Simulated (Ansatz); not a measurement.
Computed with Ansatz on PBE0-D4/def2-TZVP structures; ΔE is electronic, products minus reactants. CBS: MP2 limit from def2 TZ/QZ plus the TZ coupled-cluster correction, frozen cores. Functionals use def2-TZVPP. B3LYP here is the variant with VWN-RPA as its local correlation; programs differ in this. One conformer a species, not always the lowest.

Consider the isomerisation: `[SiH3]O/C=C\S` → `C[Si]1(S)CO1`.

**Question.** Is it downhill or uphill in electronic energy at CCSD(T)/CBS, and by how much? (Best estimate.)

**Answer.** Ansatz gave: Downhill: ΔE = -1.00 eV.

**Question.** What do these levels give: PBE-D4, ωB97X-V, PBE, B3LYP, HF/def2-QZVPP, MP2/CBS(def2)? (Estimate.)

**Answer.** Ansatz gave: PBE-D4 -1.08, ωB97X-V -1.04, PBE -1.07, B3LYP -0.84, HF/def2-QZVPP -0.62, MP2/CBS(def2) -1.12 eV.

Largest T1 diagnostic among the species: 0.013.

In def2-TZVPP, CCSD(T) changes the Hartree–Fock value by −0.34 eV (the triples alone add −0.02 eV) and MP2 by −0.46 eV.
